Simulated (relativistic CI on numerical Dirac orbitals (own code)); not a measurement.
**Line list: Electric-dipole lines, Sc⁴⁺**

These numbers are calculated, not measured: Dirac-Coulomb-Breit CI, KLI orbitals optimised for each configuration, QED by a radiative potential, valence Slater integrals scaled by 0.85, P86 correlation estimate, and configurations built on the next ion tied to the tabulated ionisation energy (semi-empirical) (own radial code, finite nucleus).

Configuration list (outside the closed core [Ne]): 3s2 3p5, 3s2 3p4 3d, 3s2 3p4 4s, 3s2 3p4 4p, 3s2 3p4 4d, 3s2 3p4 5s, 3s2 3p4 4f, 3s 3p6, 3s2 3p3 3d2, 3s 3p5 3d, 3p5 3d2, 3p6 3d, 3s 3p4 3d2, 3s2 3p4 5p, 3s2 3p4 5d, 3s 3p5 4s, 3s2 3p4 5f, 3s2 3p4 5g, 3s 3p5 4p, 3s2 3p3 3d 4s, 3s 3p5 4d, 3s 3p5 5s, 3s2 3p3 3d 4p, 3s 3p5 4f. Levels of other configurations are missing.

| λ vac (nm) | Lower | Upper | A (s⁻¹) | gf | Branching (%) |
| --- | --- | --- | --- | --- | --- |
| 25.098 | 3s2 3p5 2P°_3/2 [1] | 3s2 3p4 4s 2P_3/2 [35] | 1.42e+10 | 5.37e-01 | 88.3 |
| 28.781 | 3s2 3p5 2P°_3/2 [1] | 3s2 3p4 3d 2D_5/2 [30] | 1.05e+11 | 7.85e+00 | 100.0 |
| 28.821 | 3s2 3p5 2P°_1/2 [2] | 3s2 3p4 3d 2D_3/2 [31] | 9.77e+10 | 4.87e+00 | 93.6 |
| 28.838 | 3s2 3p4 3d 4D_7/2 [4] | 3s2 3p4 5p 4D°_7/2 [196] | 5.06e+09 | 5.05e-01 | 40.7 |
| 28.996 | 3s2 3p5 2P°_3/2 [1] | 3s2 3p4 3d 2P_1/2 [29] | 2.57e+10 | 6.47e-01 | 28.9 |
| 29.135 | 3s2 3p5 2P°_3/2 [1] | 3s2 3p4 3d 2P_3/2 [28] | 8.56e+10 | 4.36e+00 | 95.1 |
| 29.325 | 3s2 3p4 3d 2D_3/2 [16] | 3s2 3p4 4f 2F°_5/2 [244] | 1.81e+10 | 1.40e+00 | 55.4 |
| 29.363 | 3s2 3p5 2P°_1/2 [2] | 3s2 3p4 3d 2P_1/2 [29] | 6.32e+10 | 1.63e+00 | 71.1 |
| 29.522 | 3s2 3p4 3d 2P_3/2 [13] | 3s2 3p4 4f 2D°_5/2 [230] | 1.85e+10 | 1.45e+00 | 51.1 |
| 30.253 | 3s2 3p5 2P°_3/2 [1] | 3s2 3p4 3d 2S_1/2 [27] | 6.66e+10 | 1.83e+00 | 72.1 |
| 30.653 | 3s2 3p5 2P°_1/2 [2] | 3s2 3p4 3d 2S_1/2 [27] | 2.58e+10 | 7.28e-01 | 27.9 |
| 50.977 | 3s2 3p4 3d 4F_9/2 [8] | 3s2 3p4 4p 4D°_7/2 [46] | 3.88e+09 | 1.21e+00 | 63.8 |
| 128.36 | 3s2 3p4 4p 4P°_5/2 [42] | 3s2 3p4 4d 4D_7/2 [91] | 1.71e+09 | 3.38e+00 | 68.7 |
| 129.70 | 3s2 3p4 4p 2F°_5/2 [64] | 3s2 3p4 4d 2G_7/2 [128] | 2.18e+09 | 4.41e+00 | 89.4 |
| 130.02 | 3s2 3p4 4p 2F°_7/2 [65] | 3s2 3p4 4d 2G_9/2 [129] | 2.02e+09 | 5.11e+00 | 84.0 |
| 130.27 | 3s2 3p4 4p 4D°_7/2 [46] | 3s2 3p4 4d 4F_9/2 [95] | 2.50e+09 | 6.35e+00 | 99.0 |
| 130.70 | 3s2 3p4 4p 4D°_5/2 [47] | 3s2 3p4 4d 2F_7/2 [96] | 2.17e+09 | 4.44e+00 | 87.3 |
| 132.16 | 3s2 3p4 4p 2D°_5/2 [53] | 3s2 3p4 4d 2F_7/2 [104] | 1.20e+09 | 2.52e+00 | 49.3 |
| 182.89 | 3s2 3p4 4s 4P_5/2 [32] | 3s2 3p4 4p 4D°_7/2 [46] | 5.56e+08 | 2.23e+00 | 9.1 |
| 240.05 | 3s2 3p4 4d 4F_9/2 [95] | 3s2 3p4 4f 4G°_11/2 [161] | 5.10e+08 | 5.29e+00 | 22.4 |

Terms are leading LS components. Brackets give the number of a level in order of energy, since labels repeat. The list gives strong lines, with weight on those to low levels, without configurations that were not tied to measured data, without lines whose two gauges differ by over a factor of 2.5, among the lowest 300 of 1011 levels, so that lines to higher ones, which can be the strongest, are missing. Levels whose partners in the same complex of configurations lie outside the list can be far off, and so can their lines. Rates are taken at the computed energies, electric ones in the length gauge.

Configurations that consist of the next ion and one excited electron were tied to the tabulated ionisation energy; Rydberg ones are usually within 1,000 to 3,000 cm⁻¹ and the lowest ones within about 6,000 (9,000 in d shells), while levels on excited terms of the next ion carry the error of that term, and the other configurations can be misplaced by 10,000 cm⁻¹ or more. Rates follow the energies as ν³ (E1, M1) or ν⁵ (E2), so rates, branching and lifetimes can be off by large factors. 13 of the 13 excited levels that our extract of the measured tables holds in this range could be paired (the sources list more); they are missed by 4625 cm⁻¹ on average and 10363 at most, and levels without a partner can miss by more.
